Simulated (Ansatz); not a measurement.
Mulliken charges of CH$_{3}$FOTe (`OC(F)[TeH]`) from r2SCAN/def2-TZVPP in Ansatz (PBE0-D4/def2-TZVP geometry).

| atom | x (Å) | y (Å) | z (Å) | charge (e) |
| --- | --- | --- | --- | --- |
| O1 | 0.369 | -0.631 | 1.365 | -0.299 |
| C2 | 0.112 | 0.285 | 0.396 | 0.226 |
| F3 | -1.213 | 0.626 | 0.365 | -0.197 |
| Te4 | 0.668 | -0.484 | -1.584 | -0.028 |
| H5 | -0.072 | -1.460 | 1.142 | 0.220 |
| H6 | 0.689 | 1.181 | 0.618 | 0.081 |
| H7 | -0.492 | 0.416 | -2.349 | -0.003 |

Question: By hand: the dipole of these point charges (1 e Å = 4.8032 D).

Answer: Σ q r = (0.177, -0.083, -0.038) e Å, of length 0.199 e Å = 0.96 D.

Question: How does the dipole of the full density compare? (Estimate.)

Answer: The calculation gave: (0.052, -0.103, -0.024) e Å, 0.57 D; the point charges give 1.68 times that, at 37° from its direction.

Point charges leave out the atoms' own dipoles, such as those of lone pairs, and Mulliken's split depends on the basis, so the two needn't agree.
